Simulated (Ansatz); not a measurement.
Cost and result up the ladder for SnHMe2(nBu) (C6H16Sn) (23 atoms). Charge 0, multiplicity 1. Geometry: r2SCAN-D4/def2-SVP.

```xyz
23

Sn    1.4124   -1.0943   -0.4968
H     2.1498   -0.3311   -1.8610
C     2.9355   -1.6493    0.9337
H     3.6452   -2.3583    0.4821
H     2.4723   -2.1259    1.8108
H     3.4915   -0.7610    1.2683
C     0.3596   -2.8658   -1.1539
H    -0.4281   -2.6028   -1.8754
H    -0.1057   -3.3667   -0.2915
H     1.0546   -3.5693   -1.6360
C    -0.0080    0.2795    0.4064
C    -1.0741    0.7790   -0.5701
C    -2.1531    1.6644    0.0670
C    -1.6258    2.9656    0.6624
H    -0.4765   -0.2494    1.2568
H     0.5683    1.1165    0.8363
H    -0.5910    1.3406   -1.3928
H    -1.5725   -0.0830   -1.0511
H    -2.9156    1.8962   -0.6986
H    -2.6770    1.0841    0.8497
H    -2.4454    3.5882    1.0542
H    -0.9279    2.7820    1.4949
H    -1.0883    3.5608   -0.0954
```

Ansatz on 4 threads of Intel Xeon on a shared host. Times are rough, and most runs start from the orbitals of an earlier one. r2SCAN0-D4/def2-TZVP serves as the yardstick here, not as an exact answer. Differences are given only for rows in sets of like size (and for xTB, whose basis is part of the method), since another set adds its own error. Binding counts from free atoms at the same level (Sn triplet, H doublet, C triplet; other spins of the atoms weren't run), without zero-point energy or a counterpoise term.

In the def2 sets Sn takes a core potential, while STO-3G treats all electrons; there is no spin–orbit coupling. Correlated methods freeze 10 core orbitals; core or outer-core shells of Sn are correlated, in sets that lack core-valence functions. The rows differ in basis, and correlated rows in double-zeta sets carry the largest basis error.

Correlated methods converge slowly with the basis, most of all in double-zeta sets.

```json
{"level": "r2SCAN-D4/def2-TZVP", "functions": "332", "binding energy per atom (eV)": "3.85", "difference from r2SCAN0-D4/def2-TZVP (eV)": "0.03"}
{"level": "BLYP-D4/def2-TZVPD", "functions": "422", "binding energy per atom (eV)": "3.82", "difference from r2SCAN0-D4/def2-TZVP (eV)": "0.00"}
{"level": "PBE0-D4/def2-TZVPD", "functions": "422", "binding energy per atom (eV)": "3.86", "difference from r2SCAN0-D4/def2-TZVP (eV)": "0.04"}
{"level": "HF/def2-TZVP", "functions": "332", "binding energy per atom (eV)": "2.90", "difference from r2SCAN0-D4/def2-TZVP (eV)": "-0.92"}
{"level": "PBE-D4/def2-TZVPD", "functions": "422", "binding energy per atom (eV)": "3.89", "difference from r2SCAN0-D4/def2-TZVP (eV)": "0.08"}
{"level": "MP2/def2-TZVP", "functions": "332", "binding energy per atom (eV)": "3.73", "difference from r2SCAN0-D4/def2-TZVP (eV)": "-0.09"}
{"level": "BLYP-D4/def2-TZVP", "functions": "332", "binding energy per atom (eV)": "3.81", "difference from r2SCAN0-D4/def2-TZVP (eV)": "0.00"}
{"level": "r2SCAN0-D4/def2-TZVP", "functions": "332", "binding energy per atom (eV)": "3.82", "difference from r2SCAN0-D4/def2-TZVP (eV)": "0.00"}
{"level": "PBE0-D4/def2-TZVP (with forces)", "functions": "332", "binding energy per atom (eV)": "3.86", "difference from r2SCAN0-D4/def2-TZVP (eV)": "0.04"}
{"level": "HF/STO-3G", "functions": "73", "binding energy per atom (eV)": "3.85", "difference from r2SCAN0-D4/def2-TZVP (eV)": "–"}
{"level": "PBE-D4/def2-SVP", "functions": "190", "binding energy per atom (eV)": "3.91", "difference from r2SCAN0-D4/def2-TZVP (eV)": "–"}
{"level": "CCSD(T)/def2-SVP", "functions": "190", "binding energy per atom (eV)": "3.69", "difference from r2SCAN0-D4/def2-TZVP (eV)": "–"}
{"level": "PBE0-D4/def2-SVP", "functions": "190", "binding energy per atom (eV)": "3.88", "difference from r2SCAN0-D4/def2-TZVP (eV)": "–"}
{"level": "PBE-D4/def2-TZVP", "functions": "332", "binding energy per atom (eV)": "3.89", "difference from r2SCAN0-D4/def2-TZVP (eV)": "0.08"}
```

**Question.** Estimate how long each takes.

**Answer.** HF/STO-3G 2.5 s; PBE-D4/def2-SVP 5.5 s; PBE0-D4/def2-SVP 8.1 s; PBE-D4/def2-TZVP 9.6 s; BLYP-D4/def2-TZVP 12 s; HF/def2-TZVP 13 s; r2SCAN-D4/def2-TZVP 16 s; PBE-D4/def2-TZVPD 17 s; BLYP-D4/def2-TZVPD 21 s; MP2/def2-TZVP 21 s; r2SCAN0-D4/def2-TZVP 24 s; PBE0-D4/def2-TZVP (with forces) 27 s; PBE0-D4/def2-TZVPD 30 s; CCSD(T)/def2-SVP 3.9 min. On shared hardware such times vary by a factor of up to 3.
